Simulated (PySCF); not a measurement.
**Polarisability and C₆ of Sb²⁺ (antimony, charge +2)**

[Kr] 4d10 5s2 5p1, 2P determinant. All numbers are calculated (PySCF 2.14, a scalar-relativistic core potential, in aug-cc-pVQZ-PP with ECP28MDF). Coupled (time-dependent) response in atomic units; α is the mean over directions.

```json
{"method": "LC-wPBE", "mean α (bohr³)": "15.83", "α xx, yy, zz": "15.70, 16.09, 15.70", "C₆ (like pair)": "96.99", "S(−4)": "74.50"}
```

S(−4) is the Cauchy moment in α(ω) = α(0) + S(−4) ω² + …

Spin-orbit coupling is absent.

α(iu) at LC-wPBE:

```csv
u (hartree),α(iu) (bohr³)
0,15.83
0.0500,15.64
0.100,15.12
0.200,13.37
0.300,11.29
0.500,7.775
0.750,5.142
1.00,3.695
1.50,2.269
2.00,1.583
3.00,0.9172
5.00,0.4179
```

For an ion, C₆ is the dispersion term alone; charge-induced terms of lower order in 1/R come first.

The components differ because the open shell of this determinant is not spherical; for a pure term their mean is the scalar polarisability.

Energies and moments cover only the electrons outside the core potential.
